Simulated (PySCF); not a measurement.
From one molecule to another.

First species: PhCF2CH3, C8H8F2.
Bonds: C1–C2, C2–F3, C2–F4, C2–C5, C5–C6 (aromatic), C6–C7 (aromatic), C7–C8 (aromatic), C8–C9 (aromatic), C9–C10 (aromatic), C5–C10 (aromatic). Hydrogens: H11, H12, H13 on C1; H14 on C6; H15 on C7; H16 on C8; H17 on C9; H18 on C10.

Second species: C₈H₁₂O₂.
Geometry (PBE0-D3(BJ)/def2-SVP, Å), atoms numbered from 1 in this order:
```xyz
22
C8H12O2 angstrom
C      2.5677   -1.0543   -0.7693
C      1.5471   -0.4183   -0.1857
C      1.5743    1.0508    0.1342
C      0.3619    1.7674   -0.4621
C     -0.9425    1.1012   -0.0447
C     -0.9447   -0.3908   -0.4139
C     -2.2349   -1.0278    0.0363
O     -2.3685   -1.7359    1.0000
O     -3.2636   -0.6889   -0.7548
C      0.2648   -1.1093    0.1836
H      2.5161   -2.1227   -0.9980
H      3.4913   -0.5294   -1.0298
H      2.5117    1.5056   -0.2194
H      1.5512    1.1735    1.2335
H      0.4408    1.7547   -1.5630
H      0.3580    2.8262   -0.1579
H     -1.0737    1.1928    1.0485
H     -1.8045    1.6001   -0.5133
H     -0.9113   -0.4619   -1.5149
H     -4.0515   -1.1068   -0.3744
H      0.1444   -1.1150    1.2815
H      0.2810   -2.1623   -0.1333
```

Levels: B3LYP/def2-SVPD for HOMO energy, LUMO energy, HOMO–LUMO gap and static isotropic polarisability; TDDFT B3LYP/def2-SVPD for lowest singlet excitation; TDA B3LYP/def2-SVPD for lowest triplet excitation (Tamm–Dancoff); ΔSCF B3LYP/def2-SVPD for vertical ionisation energy. Geometries: PBE0-D3(BJ)/def2-SVP. Each structure is a single optimised conformer of the isolated species, non-relativistic unless stated. Electronic properties by PySCF.

The conformers computed, where there is a choice (atom-mapped SMILES and torsion angles):
- `[CH3:1][C:2]([F:3])([F:4])[c:5]1[cH:6][cH:7][cH:8][cH:9][cH:10]1`: C1–C2–C5–C6 96°

The conformers of `C=C1CCC[C@H](C(=O)O)C1` aren't listed.

Values for the first species:

| Quantity | Value |
| --- | --- |
| HOMO energy | -7.35 eV |
| LUMO energy | -0.88 eV |
| HOMO–LUMO gap | 6.47 eV |
| Lowest singlet excitation | 5.36 eV |
| Lowest triplet excitation (Tamm–Dancoff) | 4.12 eV |
| Static isotropic polarisability | 93.4 au |
| Vertical ionisation energy | 9.40 eV |

Task: Estimate the same properties for the second species, and the change in each.

Result: 
| property | first | second | second less first |
| --- | --- | --- | --- |
| HOMO energy | -7.35 eV | -6.96 eV | +0.39 eV |
| LUMO energy | -0.88 eV | -0.34 eV | +0.54 eV |
| HOMO–LUMO gap | 6.47 eV | 6.62 eV | +0.15 eV |
| lowest singlet excitation | 5.36 eV | 5.74 eV | +0.38 eV |
| lowest triplet excitation (Tamm–Dancoff) | 4.12 eV | 4.33 eV | +0.21 eV |
| static isotropic polarisability | 93.4 au | 101.4 au | +8.0 au |
| vertical ionisation energy | 9.40 eV | 9.02 eV | -0.38 eV |

On the first: S1 lies 1.11 eV below the HOMO–LUMO gap. The polarisability is 13.84 Å³ as a volume (1 au = 0.148185 Å³), or 1.26 au for each of the 74 electrons.

On the second: The principal polarisabilities are 83.6, 99.7 and 120.8 au; their mean is the isotropic value. The polarisability is 15.02 Å³ as a volume (1 au = 0.148185 Å³), or 1.33 au for each of the 76 electrons.
